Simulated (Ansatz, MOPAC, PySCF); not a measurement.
Noncovalent pair: C2H2 (SMILES C#C) (first 4 atoms) with C2H6O (SMILES COC); geometry from B3LYP-D3(BJ)/def2-TZVP, rigid monomers moved along the line of their centres of mass till H4···O6 is 3.82 Å.
(charge 0, multiplicity 1):
```tsv
atom	x (Å)	y (Å)	z (Å)
C	0.5363	0.0417	-0.2194
C	0.0530	0.0058	0.8766
H	0.9640	0.0733	-1.1915
H	-0.3742	-0.0248	1.8575
C	-0.7520	1.4359	6.0331
O	-1.0293	0.1132	5.6174
C	-0.1713	-0.8368	6.2179
H	0.2717	1.7297	5.7700
H	-0.8817	1.5445	7.1166
H	-1.4545	2.0914	5.5213
H	0.8780	-0.6430	5.9631
H	-0.4557	-1.8169	5.8390
H	-0.2756	-0.8284	7.3096
```

Monomers are frozen at their geometry in the pair; levels with a basis set take the counterpoise correction. Rows marked so take none.

Cores are frozen in the correlated methods. Rows in 3-21G, 6-31G* carry no dispersion term and start afresh at each structure (6-31G* with six Cartesian d functions). MP2/6-31G* freezes PySCF's default core. The state that PM3, PM6 reach isn't checked.

Run with Ansatz (Gaussian orbitals); MOPAC for PM3, PM6 (differences of heats of formation); PySCF for 3-21G rows, 6-31G* rows, the dispersion terms. Each number belongs to the level named beside it.

Other levels give for the interaction energy: PBE/def2-TZVPPD -0.60; B3LYP/def2-TZVPPD -0.50; B3LYP-D3(BJ)/def2-TZVPPD -0.74; wB97M-V/def2-TZVPPD -0.76; CCSD(T)/aug-cc-pVDZ -0.74 kcal/mol.

Common cheap choices:

```json
[
 {"level": "PM3", "interaction energy (kcal/mol)": "-0.25"},
 {"level": "PM6", "interaction energy (kcal/mol)": "-0.36"},
 {"level": "BP86/6-31G* (no counterpoise)", "interaction energy (kcal/mol)": "-0.63"},
 {"level": "B3LYP/3-21G (no counterpoise)", "interaction energy (kcal/mol)": "-0.65"},
 {"level": "B3LYP/6-31G*", "interaction energy (kcal/mol)": "-0.50"},
 {"level": "B3LYP/6-31G* (no counterpoise)", "interaction energy (kcal/mol)": "-0.70"},
 {"level": "M06-2X/6-31G* (no counterpoise)", "interaction energy (kcal/mol)": "-0.81"},
 {"level": "MP2/6-31G* (no counterpoise)", "interaction energy (kcal/mol)": "-0.88"}
]
```

Ansatz is a quantum-chemistry and plane-wave program.
